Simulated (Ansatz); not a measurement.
Total energies of diborane tri Cl (B₂H₃Cl₃) from Ansatz at r2SCAN-D4/def2-TZVP, gas phase (1 Eh = 27.2114 eV = 2625.5 kJ/mol). The reference geometry is relaxed at r2SCAN-D4/def2-SVP.

```xyz
8

B     0.088   -0.211    0.842
Cl    0.911    0.848    2.001
Cl   -0.595   -1.758    1.356
H     0.898   -0.366   -0.236
B    -0.046    0.309   -0.880
Cl   -0.861   -0.719   -2.071
H     0.433    1.367   -1.181
H    -0.828    0.531    0.170
```

```
                 state   geometry  energy (Eh)
      charge 0 singlet  reference  -1432.14431
      charge 1 doublet  reference  -1431.74745
 free B atom (doublet)          –    -24.63675
free Cl atom (doublet)          –   -460.11688
 free H atom (doublet)          –     -0.49993
```

(1) Work out the vertical ionisation energy to the doublet.

(2) What is the binding energy per atom against free atoms?

(1) E(charge 1 doublet) − E(charge 0 singlet) = -1431.74745 − (-1432.14431) = 0.39686 Eh = 10.80 eV. For comparison, −ε of the highest occupied level is 8.04 eV at this level, 2.76 eV less.

(2) Atoms: 2 × (-24.63675) + 3 × (-460.11688) + 3 × (-0.49993) = -1431.12393 Eh. Binding: -1431.12393 − (-1432.14431) = 1.02038 Eh = 27.77 eV, or 3.47 eV for each of 8 atoms (no zero-point energy, no counterpoise term).
